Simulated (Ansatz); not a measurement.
Compare A (`BO[SiH2]C#C`) with its isomer B (`B/C=C1\O[SiH2]1`).

Gas-phase electronic energies from Ansatz, PBE0-D4/def2-TZVP geometries. CCSD(T)/CBS is the MP2 limit (def2-TZVPP, def2-QZVPP) plus CCSD(T) − MP2 in def2-TZVPP, frozen cores. DFT in def2-TZVPP. B3LYP here is the variant with VWN-RPA as its local correlation; programs differ in this. One conformer a species, not always the lowest.

**Question.** Which is lower in electronic energy at CCSD(T)/CBS, and by how much? (An estimate is asked.)

**Answer.** Ansatz gave: A, by 51.4 kcal/mol.

**Question.** Give E(B) − E(A) in kcal/mol with BLYP-D4, PBE0-D4, CCSD(T)/def2-TZVPP, r2SCAN-D4, CCSD(T)/def2-SVP, B3LYP-D4, B3LYP. (An estimate is asked.)

**Answer.** Computed: BLYP-D4 44.3, PBE0-D4 40.5, CCSD(T)/def2-TZVPP 50.9, r2SCAN-D4 41.7, CCSD(T)/def2-SVP 50.6, B3LYP-D4 47.0, B3LYP 47.4. None reverses the order clearly.

**Question.** Does the order hold for the free energy at 298.15 K (harmonic terms from PBE0-D4)? (Estimate.)

**Answer.** The calculation gave: Yes: G(B) − G(A) = +53.3 kcal/mol, for one conformer each. Modes under 60 cm⁻¹, often nearly free rotors, make the harmonic entropy too high.

Largest T1 diagnostic: 0.016.

At CCSD(T), def2-SVP lies −0.8 kcal/mol from the extrapolated value and def2-TZVPP −0.5 kcal/mol. From BLYP to BHLYP (50 % exact exchange), in def2-TZVPP and without D4, E(B) − E(A) moves by +6.9 kcal/mol.
